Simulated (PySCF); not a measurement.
**Ionisation energy of Tl⁺ by level of theory**

Tl⁺ [Xe] 4f14 5d10 6s2 (1S) → Tl²⁺ [Xe] 4f14 5d10 6s1 (2S), as a difference of total energies. All numbers are calculated (PySCF 2.14, a scalar-relativistic core potential, in aug-cc-pVTZ-PP with one added diffuse shell each of d, f type with ECP60MDF (6s5p5d3f, 67 functions)). Correlated levels: valence: 5s2 5p6 5d10 frozen. The calculations carry no spin-orbit coupling.

| method | ionisation energy (eV) | error (eV) |
| --- | --- | --- |
| UHF | 18.368 | -2.060 |
| LDA | 20.985 | +0.557 |
| PBE | 20.510 | +0.082 |
| PBE0 | 20.193 | -0.235 |
| r2SCAN | 20.328 | -0.100 |
| B3LYP | 20.466 | +0.038 |
| BHandHLYP | 19.946 | -0.482 |
| CAM-B3LYP | 20.333 | -0.095 |
| B97-3 | 20.171 | -0.257 |
| MP2 (valence) | 18.911 | -1.517 |
| SCS-MP2 (valence) | 19.020 | -1.408 |

Reference: 20.428 eV (measured; NIST Atomic Spectra Database, ionization energies).

Errors of the correlated levels include the incompleteness of this basis and the frozen core.

MP2 underrates the near-degeneracy of ns² with np² in the lower species.
